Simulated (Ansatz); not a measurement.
Correlation energies of H3O4Si−, SMILES `[O-][Si](O)(O)O` by basis set

Z-matrix (Å, degrees):
```
Si
O 1 1.684
O 1 1.684 2 103.2
O 1 1.558 2 115.2 3 -126.4
O 1 1.684 2 103.2 3 107.2
H 2 0.959 1 107.0 3 108.8
H 3 0.959 1 107.0 2 -144.0
H 5 0.959 1 107.0 2 108.9
```

Charge -1, multiplicity 1. Geometry: relaxed with PBE0-D4/def2-TZVPD. It is one conformer, not always the lowest. Frozen core, restricted reference, the Gaussian-basis code of Ansatz. CBS rows extrapolate triple and quadruple zeta; past MP2 they add the triple-zeta difference.

| basis | HF (Eh) | MP2 corr. |
| --- | --- | --- |
| def2-SVPD | -590.03990 | -0.90319 |
| def2-TZVPPD | -590.51662 | -1.10262 |
| def2-QZVPPD | -590.53919 | -1.18724 |

(1) Estimate the CCSD correlation energy and the (T) correction in each basis where they were run (hartree).

Answers

(1) 
```csv
basis,CCSD corr.,(T)
def2-SVPD,-0.91420,-0.02702
def2-TZVPPD,-1.10464,-0.04229
CBS(def2),-1.25195,as TZ
```
